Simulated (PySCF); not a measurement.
Species: C7H4FNO.
SMILES with atom numbers: `[O:1]=[C:2]=[N:3][c:4]1[cH:5][cH:6][cH:7][c:8]([F:9])[cH:10]1` (hydrogens: H11 on C5; H12 on C6; H13 on C7; H14 on C10)

Structure optimised with GFN2-xTB, isolated species.

(1) List the bond lengths, angles and torsions at this level.

Answers

(1) 
```
   bond  length (Å)     order
  O1=C2       1.156    double
  C2=N3       1.192    double
  N3–C4       1.371    single
  C4–C5       1.394  aromatic
  C5–C6       1.382  aromatic
  C6–C7       1.385  aromatic
  C7–C8       1.384  aromatic
  C8–F9       1.347    single
 C8–C10       1.381  aromatic
 C4–C10       1.391  aromatic
 C5–H11       1.079    single
 C6–H12       1.079    single
 C7–H13       1.078    single
C10–H14       1.078    single
```

Orders are formal, as drawn. A selection of angles:
```
     angle  degrees
  O1–C2–N3    169.8
  C2–N3–C4    146.6
  N3–C4–C5    121.8
 N3–C4–C10    117.9
 C5–C4–C10    120.3
  C4–C5–C6    119.7
 C4–C5–H11    119.5
 C6–C5–H11    120.7
  C5–C6–C7    120.8
 C5–C6–H12    119.6
 C7–C6–H12    119.6
  C6–C7–C8    118.4
 C6–C7–H13    121.6
 C8–C7–H13    120.0
  C7–C8–F9    119.0
 C7–C8–C10    122.3
 F9–C8–C10    118.6
C8–C10–H14    120.7
 C4–C10–C8    118.4
C4–C10–H14    120.9
```

Dihedral angles: C2–N3–C4–C5 0° (synperiplanar).

The 2 C–N bonds span 1.192 Å (C2=N3, drawn double) to 1.371 Å (N3–C4, drawn single), a spread of 0.179 Å. N3 (isocyanate nitrogen) is bent (angle 146.6°). The 10 heavy atoms lie in one plane (0.001 Å rms). Of the pairs four or more bonds apart, C2···H11 is among the closest relative to their van der Waals radii: 2.98 Å, 103 % of the sum of Bondi's values. The 6-membered ring C4–C5–C6–C7–C8–C10 has internal angles of 118.4° to 122.3°; it is planar, 0.00 Å rms from its mean plane, widest ring torsion 0°.

Point group: Cs (tolerance 0.08 Å). Whether it is a minimum is left open (no frequencies). The numbers are those of one conformer.

These are computed values.
